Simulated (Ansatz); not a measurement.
Relaxation of C₂H₉NSi (13 atoms, charge 0, multiplicity 1), to a largest force component of 0.02 eV/Å in at most 40 steps.

Theory: RHF/STO-3G in Ansatz.

```xyz
13
Properties=species:S:1:pos:R:3
Si 0.000 0.000 0.000
H 0.000 0.000 1.460
N 1.716 0.000 -0.606
H 2.215 -0.918 -0.787
H 2.217 0.918 -0.778
C -0.881 1.526 -0.623
H -1.933 1.272 -0.867
H -0.862 2.311 0.162
H -0.370 1.903 -1.534
C -0.881 -1.526 -0.623
H -1.380 -2.038 0.226
H -1.641 -1.233 -1.377
H -0.145 -2.215 -1.088
```

Question: Where does it end, and by what steps?

Answer: The run converged. Limits of this set-up: minimal basis. After 13 steps the energy has fallen by 0.702 eV; H12 moved furthest, 0.87 Å.

| step | energy less start (eV) | largest force component (eV/Å) | accepted |
| --- | --- | --- | --- |
| 0 | 0.0000 | 2.648 | yes |
| 1 | -0.5047 | 1.193 | yes |
| 2 | -0.5698 | 0.352 | yes |
| 3 | -0.6348 | 0.716 | yes |
| 4 | -0.6587 | 0.800 | yes |
| 5 | -0.6866 | 0.240 | yes |
| 6 | -0.6713 | 0.712 | no |
| 7 | -0.6932 | 0.088 | yes |
| 8 | -0.6966 | 0.201 | yes |
| 9 | -0.6992 | 0.120 | yes |
| 10 | -0.7010 | 0.052 | yes |
| 11 | -0.7019 | 0.034 | yes |
| 12 | -0.7020 | 0.027 | yes |
| 13 | -0.7021 | 0.008 | yes |

```xyz
13
Properties=species:S:1:pos:R:3
Si 0.034 -0.021 -0.090
H 0.140 -0.107 1.332
N 1.608 0.072 -0.845
H 2.202 -0.741 -0.666
H 2.155 0.890 -0.563
C -0.911 1.522 -0.519
H -1.900 1.509 -0.079
H -0.405 2.407 -0.158
H -1.028 1.625 -1.590
C -0.824 -1.547 -0.715
H -1.811 -1.646 -0.282
H -0.937 -1.522 -1.791
H -0.268 -2.442 -0.465
```

Whether the end is a true minimum wasn't checked by a vibrational analysis.

Time of the run: 13 s on 1 thread of Arm Neoverse V1, with other jobs on the host, peak memory 0.11 GiB.
